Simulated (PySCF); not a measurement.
# Working out the ionisation energy of N⁺

N⁺ [He] 2s2 2p2 (3P) → N²⁺ [He] 2s2 2p1 (2P). Computed with PySCF 2.14 in jorge-DZP-DKH (4s2p1d, 15 functions), with the spin-free X2C one-electron Hamiltonian (Gaussian nucleus). Frozen: 1s2. Energies in hartree (1 hartree = 27.21139 eV):

| part | N⁺ (lower) | N²⁺ (upper) |
| --- | --- | --- |
| UHF | -53.914462 | -52.837442 |
| CCSD correlation | -0.075514 | -0.075464 |
| (T) | -0.000716 | -0.000530 |

Problem. What does Hartree-Fock give?

Solution. (-52.837442) − (-53.914462) = 1.077020 hartree = 29.307 eV.

Problem. What do CCSD and CCSD(T) give?

Solution. The CCSD correlation energies differ by 0.000050 hartree = 0.001 eV and the triples by 0.000186 hartree = 0.005 eV, so CCSD gives 29.308 eV and CCSD(T) 29.313 eV.

Reference: 29.601 eV (semi-empirical (NIST evaluation); NIST Atomic Spectra Database, ionization energies), between the lowest levels; spin-orbit coupling is absent from the calculation.

A double-zeta basis recovers only part of the correlation energy.

What remains against the reference includes basis incompleteness, the frozen core and higher excitations.
